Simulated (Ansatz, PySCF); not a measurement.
Process, species as SMILES: C#N (CHN) [formonitrile] -> [C-]#[NH+] (CHN) [methanidylidyneazanium]
Structures are relaxed separately at B3LYP-D3(BJ)/def2-TZVP in Ansatz (an electronic-structure program).

Quantity: isomerisation energy (enthalpy at 298 K, with B3LYP-D3(BJ) rigid-rotor harmonic-oscillator terms from PySCF), in kcal/mol. Valence correlation only, unless marked. No spin-orbit coupling. No relativistic terms. CBS marks a two-point X^-3 extrapolation of the correlation energy; Hartree-Fock from the larger set (for Q and 5 zeta extrapolated as (X+1)exp(-9√X)). The bracket is a focal-point correction in the basis named.

From measured enthalpies of formation at 298 K: 15.0 kcal/mol (C#N (CHN) 30.9, ATcT 1.112; [C-]#[NH+] (CHN) 45.9, ATcT 1.112). It holds spin-orbit effects, which the calculations lack, and core correlation, which the frozen-core levels lack.

```tsv
level	program	isomerisation energy (kcal/mol)	error against measurement
HF/aug-cc-pVDZ	Ansatz	9.9	-5.1
SVWN5/def2-TZVPD	Ansatz	13.9	-1.1
B3LYP-D4/def2-TZVPD	Ansatz + dftd4	13.8	-1.2
HSE06-D3(BJ)/def2-TZVPD	Ansatz + dftd3	13.6	-1.4
CAM-B3LYP-D4/def2-TZVPD	Ansatz + dftd4	13.1	-1.9
B2PLYP-D4/def2-TZVPD	Ansatz + dftd4	15.2	0.2
B2PLYP/def2-TZVPD	Ansatz	15.3	0.3
MP2/def2-TZVPPD	Ansatz	17.2	2.2
MP2/cc-pVQZ	Ansatz	17.2	2.2
CCSD/6-31G*	Ansatz	16.9	1.9
CCSD(T)/def2-SVP	Ansatz	14.5	-0.5
CCSD(T) with core electrons/cc-pwCVTZ	Ansatz	14.8	-0.2
RI-MP2/CBS(def2-TZVPP,def2-QZVPP)+[CCSD(T)-MP2]/def2-QZVPP	Ansatz	14.3	-0.7
CCSD(T)/CBS(cc-pVTZ,cc-pVQZ)	Ansatz	14.5	-0.5
CCSD(T)/CBS(cc-pVQZ,cc-pV5Z)	Ansatz	14.6	-0.4
```
